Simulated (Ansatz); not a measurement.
aniline (C6H7N), singlet, at a GFN2-xTB geometry; MP2/STO-3G (Ansatz, a quantum-chemistry and plane-wave program).

Input for Ansatz:
Ansatz 0.2 input:
```yaml
crystal:
  periodic: [false, false, false]
  atoms:
    - {symbol: N, position_ang: [2.26898850, -0.34589154, 0.26581677]}
    - {symbol: C, position_ang: [0.91756321, -0.12718200, 0.07978234]}
    - {symbol: C, position_ang: [0.32384857, 1.05784892, 0.51488921]}
    - {symbol: C, position_ang: [-1.03918263, 1.24264988, 0.39414758]}
    - {symbol: C, position_ang: [-1.83576132, 0.25579586, -0.16255361]}
    - {symbol: C, position_ang: [-1.25309513, -0.92291663, -0.59783701]}
    - {symbol: C, position_ang: [0.10910245, -1.11615687, -0.48096117]}
    - {symbol: H, position_ang: [2.68780582, -1.05943881, -0.30846466]}
    - {symbol: H, position_ang: [2.83930297, 0.47425910, 0.39407885]}
    - {symbol: H, position_ang: [0.94292242, 1.83040004, 0.94949780]}
    - {symbol: H, position_ang: [-1.48309267, 2.16698132, 0.73495964]}
    - {symbol: H, position_ang: [-2.90066566, 0.40457570, -0.25771264]}
    - {symbol: H, position_ang: [-1.86492136, -1.69850304, -1.03570909]}
    - {symbol: H, position_ang: [0.56087799, -2.03726852, -0.82217146]}
basis:
  gaussian:
    orbitals: STO-3G
magnetization: {spin_polarized: false}
correlation: {method: mp2, electrons: outside_noble_gas}
accuracy: high
```

Question: Write the output that Ansatz gives for this input, abridged.

Answer: 
```
Functional definition: HF
939 factors; integrals over basis functions are off by at most 2.0e-9 eV
mean field evaluation 1: about -7677.6987 eV, gradient 1.8e1 eV
mean field evaluation 2: about -7678.0238 eV, gradient 1.8e1 eV
mean field evaluation 4: about -7679.2713 eV, gradient 1.6e0 eV
mean field evaluation 8: about -7679.2804 eV, gradient 1.8e-2 eV
mean field -7679.28038543 eV, -282.2083489613 hartree, gradient 1.8e-8 eV, S^2 0.000000; 0 other end points of the search recorded, 0 dependent functions left out; unrestricted orbitals would lower it
mean field evaluation 16: about -7679.1570 eV, gradient 2.7e0 eV
7 core orbitals not correlated
reference -7679.28038543 eV, -282.2083489613 hartree; 18, 18 occupied and 17, 17 virtual orbitals, 939 factors
second order -10.50231380 eV of doubles, -0.00000000 eV of singles
Total energy: -7689.78269923 eV, -282.5943018747 hartree
```
